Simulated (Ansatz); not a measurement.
`N[CH2][ZnH]` → `[CH2]` (triplet) + `[NH2][ZnH]` at 400 K and 1 bar (formal loss of a carbene).

Calculated with Ansatz (gas phase, PBE0-D4/def2-TZVP geometries, no zero-point term in ΔE). CCSD(T)/CBS is the MP2 limit (def2-TZVPP, def2-QZVPP) plus CCSD(T) − MP2 in def2-TZVPP, frozen cores. This one scheme is used for every species. Triplets are unrestricted, without spin–orbit coupling. For Zn outer-core shells are correlated without core-valence functions, which leaves a few kJ/mol of doubt a bond. Scalar relativity is left out up to krypton. One conformer a species, not always the lowest.

```
          species  CCSD(T)/CBS energy (Eh)  H − E (kJ/mol)  S (J/(mol·K))
    `N[CH2][ZnH]`              -1874.10358           180.8          320.1
`[CH2]` (triplet)                -39.09499            59.0          205.7
     `[NH2][ZnH]`              -1834.88092            99.5          279.2
```

H − E and S are ideal-gas, rigid-rotor, harmonic terms from PBE0-D4/def2-TZVP, for one conformer and one mirror image of each species, with the whole ground term of open shells counted as degenerate. 1 Eh = 2625.50 kJ/mol, R = 8.31446 J/(mol·K).

Task: By hand: ΔE, ΔH, ΔS and ΔG.

Result: ΔE = (-39.09499) + (-1834.88092) − (-1874.10358) = 0.12767 Eh = 335.2 kJ/mol. Δ(H − E) = 59.0 + 99.5 − 180.8 = -22.3, so ΔH = 312.9 kJ/mol. ΔS = 205.7 + 279.2 − 320.1 = 164.8 J/(mol·K). ΔG = 312.9 − 400 × (164.8)/1000 = 247.0 kJ/mol.

Task: By hand: the equilibrium constant, and the temperature at which ΔG would vanish if ΔH and ΔS stayed fixed.

Result: log₁₀ K = −ΔG/(RT ln 10) = -32.3. ΔG = 0 at ΔH/ΔS = 1899 K.

The number of gas molecules changes by +1, which sets the sign of ΔS. A doubt of 5 kJ/mol in ΔE shifts log₁₀ K by 0.7 here. Other conformers and mirror images would add mixing entropy, several J/(mol·K) or more a flexible species. A triplet takes part, so the spin changes. These are equilibria of isolated gas molecules and say nothing of rates. Largest T1 diagnostic: 0.016 (customary marks: 0.02 for closed shells, 0.045 for open ones).
